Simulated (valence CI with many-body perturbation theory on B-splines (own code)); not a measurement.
**Cs14+: key properties**

Computed by configuration interaction combined with many-body perturbation theory (CI+MBPT): five valence electrons over a frozen Dirac-Fock core [Kr], radial functions for each j: 7 s, 7 p, 8 d, 6 f, 4 g, 1 h, with the one-electron correlation potential Σ1, the two-electron term Σ2, the three-electron term Σ3, Breit, model QED; selected CI, second order for the rest (own B-spline code, finite nucleus).

No measured levels were compared; by estimate terms of the open shell hold to 2 to 4 % of their energy, and close levels can change places. Core correlation moves these levels by up to 12000 cm⁻¹, and in measured spectra 5 to 20 % of such shifts remained as error; rates that hang on mixing are uncertain with them. Among the levels kept, up to 310 cm⁻¹ of a level comes from second order outside the variational space, and about a tenth of that is noise between levels of different J, which matters for small intervals. Only levels of the ground parity were solved; by the run's estimate the other parity begins above the list, which can be wrong where configurations are misplaced.

Levels are named by their leading jj configuration (3d3/2^4 stands for four electrons in 3d with j = 3/2), which in mixed levels can hold well under half, so a name can repeat and another be missing.

Rates and lifetimes use the calculated energies. Strong lines usually hold to 10 to 20 %, long lifetimes can be off by a factor of two.

Problem. What is the ground level?

Solution. (4d3/2^3 4d5/2^2) J=5/2, composition 85 % 4d⁵ ⁶S + 12 % 4d⁵ ⁴P, g = 1.937.

Problem. How well does LS coupling describe the low levels?

Solution. Among the lowest 20 levels the leading LS term, summed over configurations, holds 57 % on average. For single configurations the figures are 56 % in LS and 67 % in jj coupling. Terms mix most in the J = 5/2 level at 87297 cm⁻¹, where the leading one holds 30 %.

Problem. What is the ionisation energy?

Solution. 351.59 eV; NIST lists 352 ± 3 eV (theoretical).
